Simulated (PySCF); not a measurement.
Order these species by their calculated properties.

Species are written as SMILES; each is one conformer at its optimised geometry, gas phase, non-relativistic unless stated. Electronic properties by PySCF.

The conformers computed, where there is a choice (atom-mapped SMILES and torsion angles):
- `[CH:1]#[C:2][C@@H:3]([F:4])[C@H:5]1[CH2:6][O:7]1`: C2–C3–C5–C6 -21°
- `[F:1][CH2:2]/[CH:3]=[CH:4]\[CH2:5][CH2:6][F:7]`: F1–C2–C3–C4 177°, C3–C4–C5–C6 -121°, C4–C5–C6–F7 -178°
- `[CH3:1][C:2](=[O:3])[C:4]1([F:5])[CH:6]=[CH:7]1`: C1–C2–C4–F5 0°
- `[F:1][CH2:2][C:3]1([F:4])[CH2:5][CH2:6][CH2:7]1`: F1–C2–C3–F4 180°
- `[H]/[C:1]=[CH:2]\[C:3]1([C:4]#[N:5])[CH2:6][CH2:7]1`: C1–C2–C3–C4 180°
- `[CH3:1][S:2][CH2:3][C@@H:4]1[CH2:5][C@@H:6]2[CH2:7][C:8]12`: C1–S2–C3–C4 -77°, S2–C3–C4–C5 -61°

(1) Rank by lowest triplet excitation (Tamm–Dancoff), highest first (TDA PBE0/def2-SVPD at GFN2-xTB geometries).
A. `FC/C=C\CCF`
B. `FCC1(F)CCC1`
C. `CC(=O)C1(F)C=C1`
D. `C#C[C@@H](F)[C@H]1CO1`

(2) Rank by HOMO–LUMO gap, lowest first (PBE0/def2-SVPD at GFN2-xTB geometries).
A. `FC/C=C\CCF`
B. `FCC1(F)CCC1`
C. `C1[C@H]([C@H](F)C#C)O1`
D. `CC(=O)C1(F)C=C1`

(3) Give the two extremes of that set in kcal/mol.

(4) Rank by lowest singlet excitation, highest first (TDDFT PBE0/def2-SVPD at GFN2-xTB geometries).
A. `FC/C=C\CCF`
B. `C#C[C@@H](F)[C@H]1CO1`
C. `FCC1(F)CCC1`
D. `CC(=O)C1(F)C=C1`

(5) By how much do the two ends of that ranking differ?

(6) Rank by dipole moment, lowest first (PBE0/def2-SVPD at GFN2-xTB geometries).
A. `FCC1(F)CCC1`
B. `C#C[C@@H](F)[C@H]1CO1`
C. `CC(=O)C1(F)C=C1`
D. `FC/C=C\CCF`

(7) Give the two extremes of that set in atomic units.

(8) Rank by HOMO energy, lowest first (PBE0/def2-SVPD at GFN2-xTB geometries).
A. `FCC1(F)CCC1`
B. `C(=O)(C1(F)C=C1)C`
C. `C#C[C@@H](F)[C@H]1CO1`
D. `FC/C=C\CCF`

(9) By how much do the two ends of that ranking differ?

(10) Rank by isotropic g value, highest first (unrestricted B3LYP/pcH-1, mean-field spin–orbit at GFN2-xTB geometries).
A. `[H]/[C]=C\C1(C#N)CC1` [radical]
B. `CSC[C@@H]1C[C@@H]2C[C]12` [radical]
C. `[H]/N=C/C#C[C]1CC1` [radical]
D. `N#CC1=CCC[CH]1` [radical]

(11) Give the two extremes of that set as shifts from the free-electron value 2.002319.

## Answers

(1) B (7.88 eV), D (5.24 eV), A (4.28 eV), C (3.85 eV).

(2) D (6.62 eV), A (7.48 eV), C (7.97 eV), B (9.45 eV).

(3) `CC(=O)C1(F)C=C1`: 153 kcal/mol; `FCC1(F)CCC1`: 218 kcal/mol.

(4) C (8.21 eV), A (7.00 eV), B (6.16 eV), D (4.42 eV).

(5) By 3.79 eV, between `FCC1(F)CCC1` and `CC(=O)C1(F)C=C1`.

(6) A (0.59 D), B (0.81 D), D (1.15 D), C (1.49 D).

(7) `FCC1(F)CCC1`: 0.23 au; `CC(=O)C1(F)C=C1`: 0.59 au.

(8) A (-8.70 eV), C (-8.10 eV), D (-7.66 eV), B (-7.54 eV).

(9) By 1.16 eV, between `CC(=O)C1(F)C=C1` and `FCC1(F)CCC1`.

(10) C (2.00327), B (2.00306), D (2.00262), A (2.00228).

(11) `[H]/[C]=C\C1(C#N)CC1` [doublet state]: -40 ppm; `[H]/N=C/C#C[C]1CC1` [doublet state]: +950 ppm.
